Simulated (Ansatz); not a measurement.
Reaction (cleavage of the Si–Ge bond): `[GeH3][SiH]1CO1` + HBr → `Br[SiH]1CO1` + GeH₄

Calculated with Ansatz (gas phase, PBE0-D4/def2-TZVP geometries, no zero-point term in ΔE). CCSD(T)/CBS is the MP2 limit (def2-TZVPP, def2-QZVPP) plus CCSD(T) − MP2 in def2-TZVPP, frozen cores. For Br, Ge outer-core shells are correlated without core-valence functions, which leaves a few kJ/mol of doubt a bond. Scalar relativity is left out up to krypton.

| species | CCSD/def2-TZVPP energy (Eh) |
| --- | --- |
| `[GeH3][SiH]1CO1` | -2481.37294 |
| HBr | -2573.29970 |
| `Br[SiH]1CO1` | -2976.72540 |
| GeH₄ | -2077.97792 |

Task: Work out ΔE.

Result: ΔE = (-2976.72540) + (-2077.97792) − (-2481.37294) − (-2573.29970) = -0.03068 Eh = -80.6 kJ/mol. CCSD(T)/CBS gives -81.7 kJ/mol.

Largest T1 diagnostic among the species: 0.014.

In def2-TZVPP, CCSD(T) changes the Hartree–Fock value by +17.6 kJ/mol (the triples alone add +1.3 kJ/mol) and MP2 by +9.9 kJ/mol. From PBE to PBE0 (25 % exact exchange), in def2-TZVPP and without D4, ΔE moves by −4.9 kJ/mol.
